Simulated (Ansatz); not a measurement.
Reaction (ligand exchange at a B–N bond): `O=C=NBF` + `OBO` → `OBOBF` + `N=C=O`

Program: Ansatz. Geometries: PBE0-D4/def2-TZVP. ΔE: electronic, gas phase. CCSD(T)/CBS is the MP2 limit (def2-TZVPP, def2-QZVPP) plus CCSD(T) − MP2 in def2-TZVPP, frozen cores. This one scheme is used for every species. Functionals use def2-TZVPP. B3LYP here is the variant with VWN-RPA as its local correlation; programs differ in this. Each species was taken in one conformer, which may not be the lowest.

(1) Is it downhill or uphill in electronic energy at CCSD(T)/CBS, and by how much? (An estimate is asked.)

(2) What do these levels give: PBE-D4, r2SCAN-D4, B3LYP-D4, PBE, r2SCAN, PBE0, B3LYP, CCSD(T)/def2-TZVPP, HF/def2-QZVPP, SCS-MP2/def2-QZVPP, HF/CBS(def2), CCSD/CBS(def2)? (Estimate.)

Largest T1 diagnostic among the species: 0.018.

Results:

(1) Computed: Downhill: ΔE = -9.5 kJ/mol.

(2) Computed: PBE-D4 -3.5, r2SCAN-D4 -6.9, B3LYP-D4 -7.8, PBE -2.7, r2SCAN -6.7, PBE0 -3.6, B3LYP -6.5, CCSD(T)/def2-TZVPP -7.7, HF/def2-QZVPP -11.3, SCS-MP2/def2-QZVPP -7.7, HF/CBS(def2) -11.5, CCSD/CBS(def2) -10.1 kJ/mol.
